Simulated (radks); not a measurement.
Problem. The table gives one normalised radial function P(r) = r R(r) (large component) of Dy in [Xe] 4f9.5 6s2 6p0.5 (r in bohr). Calculated with a radial shooting solver on a logarithmic mesh with Libxc functionals: Dirac Kohn-Sham, LDA (Slater exchange, Perdew-Wang correlation), spin-unpolarised, spherical densities, finite nucleus; open shells fill j = l - 1/2 first; Fermi nuclear charge, rms radius 5.2218 fm.

r	P
0.003757	0.0042
0.005173	0.0065
0.007124	0.0100
0.009811	0.0153
0.01351	0.0231
0.01861	0.0333
0.02562	0.0450
0.03529	0.0544
0.0486	0.0539
0.06692	0.0335
0.09216	-0.0108
0.1279	-0.0636
0.1762	-0.0776
0.2426	-0.0165
0.3341	0.0849
0.4601	0.1130
0.6337	0.0016
0.8727	-0.1567
1.202	-0.1984
1.655	-0.0557
2.279	0.1939
3.139	0.4106
4.322	0.4866
5.952	0.3957
8.197	0.2198
11.29	0.0787
15.55	0.0166

Which n and l does it have? It may be an empty orbital.

Solution. n = 6, l = 1: the number of nodes gives n - l - 1 = 4, the rise at small r points to l (for j = l - 1/2 the large component starts outside the nucleus as r^gamma with gamma = sqrt(l^2 - (Z/c)^2) = 0.88 and the r^(l+1) term takes over further out; the orbital of l - 1 with the same j starts with the same power, but with a larger coefficient, and does not steepen), and the extent must fit the shell. The curve is that of 6p1/2; the two j differ most near the nucleus, where j = l - 1/2 has the larger amplitude, and in heavy atoms j = l - 1/2 is also the more compact. 6p1/2: eigenvalue -1.918 eV, 4 radial nodes at r = 0.0862, 0.256, 0.636, 1.79 bohr, <r> = 5.13 bohr, 90 % of the charge inside 7.72 bohr.
